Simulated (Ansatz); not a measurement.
Basis-set series for `[AsH2][InH2]`. The species carries charge 0 and has multiplicity 1. In takes the def2 core potential. Geometry: relaxed with PBE0-D4/def2-TZVP.

| functional | basis | functions | energy (Eh) | HOMO (eV) | LUMO (eV) |
| --- | --- | --- | --- | --- | --- |
| PBE0-D4 | def2-TZVPP | 154 | -2428.12707 | -6.94 | -1.84 |
| PBE0-D4 | def2-QZVPP | 291 | -2428.17716 | -6.96 | -1.86 |
| ωB97M-V | def2-TZVPP | 154 | -2428.20479 | -8.91 | -0.34 |
| ωB97M-V | def2-QZVPP | 291 | -2428.25384 | -8.93 | -0.38 |

(1) Give the rows for def2-SVP. (Best estimate.)

Answers

(1) Ansatz gave: 
```
functional     basis  functions  energy (Eh)  HOMO (eV)  LUMO (eV)
   PBE0-D4  def2-SVP         78  -2427.84005      -6.91      -1.80
   ωB97M-V  def2-SVP         78  -2427.91667      -8.85      -0.22
```

Scalar relativity is left out up to krypton.
